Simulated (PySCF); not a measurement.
**Basis and Hamiltonian dependence of the excitation energy of Ga⁺**

Ga⁺ [Ar] 3d10 4s2 (1S) → Ga⁺ [Ar] 3d9 4s2 5s1 (3D). Calculated with PySCF 2.14 from differences of total energies of unrestricted determinants, without spin-orbit coupling. Values in eV.

| basis | Hamiltonian | functions | UHF | r2SCAN | PBE0 |
| --- | --- | --- | --- | --- | --- |
| aug-cc-pVDZ-DK | spin-free X2C | 36 | 28.932 | 30.972 | 30.587 |
| aug-cc-pVTZ-PP with ECP10MDF | ECP | 55 | 27.413 | 29.398 | 29.321 |
| aug-cc-pVTZ-DK | spin-free X2C | 59 | 27.617 | 30.016 | 29.629 |
| aug-cc-pVTZ-PP with one added diffuse shell each of s, d, f type with ECP10MDF | ECP | 68 | 27.405 | 29.389 | 29.314 |
| aug-cc-pVQZ-DK | spin-free X2C | 93 | 26.888 | 29.043 | 28.743 |
| def2-QZVPPD | non-relativistic | 95 | 27.398 | 29.429 | 29.146 |
| aug-cc-pV5Z-PP with ECP10MDF | ECP | 136 | 26.685 | 28.431 | 28.422 |

At PBE0, aug-cc-pVDZ-DK, aug-cc-pVTZ-DK, aug-cc-pVQZ-DK, aug-cc-pV5Z-PP with ECP10MDF lie more than 0.3 eV from the median of the rows with comparable relativity.

Non-relativistic rows lack the scalar-relativistic shift. The upper state lies above the first ionisation limit, where it may autoionise and the basis confines it. A Rydberg-like electron needs more diffuse functions than a valence basis has.
